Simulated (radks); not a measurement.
The numbers below are computed, except where a source is named.
Q: S2-, 18 electrons, occupied as [Ar]. Level of theory: scalar-relativistic Kohn-Sham, LB94 model potential, spin-unpolarised, spherical densities, finite nucleus; Fermi nuclear charge, rms radius 3.2611 fm; Watson sphere of charge +2 and radius 2 bohr (a radial shooting solver on a logarithmic mesh with Libxc functionals). Some entries of the table are withheld. Estimate them.

| orbital | occ. | eigenvalue (hartree) | <r> (bohr) | <r^2> (bohr^2) |
|---|---|---|---|---|
| 1s | 2 | (1) | 0.09650 | (2) |
| 2s | 2 | -8.21296 | 0.4788 | (3) |
| 2p | 6 | -6.19379 | 0.4404 | 0.2420 |
| 3s | 2 | -0.83729 | 1.726 | 3.467 |
| 3p | 6 | -0.47404 | (4) | (5) |

A: 
(1) 1s eigenvalue (hartree): -90.00485
(2) 1s <r^2> (bohr^2): 0.01251
(3) 2s <r^2> (bohr^2): 0.2722
(4) 3p <r> (bohr): 2.073
(5) 3p <r^2> (bohr^2): 5.101
